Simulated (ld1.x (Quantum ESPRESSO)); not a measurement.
**What one change does to a pseudopotential (Bi, PAW)**

ld1.x (Quantum ESPRESSO) 7.5 input, shortened:

```
&input
   title='Bi', zed=83., rel=0, dft='PBE', iswitch=3,
   config='[Xe] 4f14 5d10 6s2 6p1'
 /
 &inputp
   pseudotype=3, lpaw=.true., tm=.true., lloc=-1, rcloc=1.70,
   nlcc=.true., rcore=1.30,
   which_augfun='PSQ', rmatch_augfun_nc=.true.
 /
4
6S  1  0   2.00   0.00  2.00  2.15  0.0
6S  1  0   0.00   1.20  2.00  2.15  0.0
6P  2  1   1.00   0.00  2.05  2.60  0.0
6P  2  1   0.00  -0.45  2.05  2.60  0.0
 &test
   configts(1)='6s2 6p1'
 /
```

Change: core correction a·sin(br)/r model core, default radius (ld1.x builds one for every PAW set, though the input has nlcc=.false.).

Cutoffs: the cutoffs (Ry, on a coarse ladder) from which the occupation-weighted sum of valence levels, in a spherical-Bessel basis at the reference potential, stays within 10 and 1 mRy of its value at 400 Ry; they do not see the model core or the augmentation charge, which bear on the density cutoff. Errors are all-electron minus pseudo energies relative to the spin-unpolarised reference configuration.

Task: How do hardness, ghosts and transferability respond?

Result: The potential gets neither clearly harder nor softer (8 Ry and 18 Ry → 8 Ry and 18 Ry); both files keep a bound ghost (d, s); the number of tests with a reliable result goes from 7 to 2 (the test run of the changed file stopped, so its transferability is not established); the range in which the p phases agree narrows (upper end 2.9 → 0.1). A model core, the more so a compact one, raises the density cutoff, which this test does not measure.

```tsv
quantity	base	changed
cutoff, loose	8 Ry	8 Ry
cutoff, tight	18 Ry	18 Ry
bound ghosts	s, d	s, d
tests with a reliable result	7 of 7	2 of 7 (the test run stopped)
error for 6s2 6p3, meV [ΔE -23.22 eV]	-46	-25
error for 6s2 6p2, meV [ΔE -15.19 eV]	-19	-6.5
s: phases at 2.86 bohr within 0.05 rad from the reference energy up to (Ry; the scan ends near 5)	to the end of the scan	to the end of the scan
p: phases at 2.86 bohr within 0.05 rad from the reference energy up to (Ry; the scan ends near 5)	2.9	0.1
lowest overlap eigenvalue by channel	s 0.49, p 0.40	s 0.49, p 0.40
```

 A true bound ghost makes a file unfit for plane-wave use even where its test errors are small: the radial tests pick states by their node count and pass the ghost by.
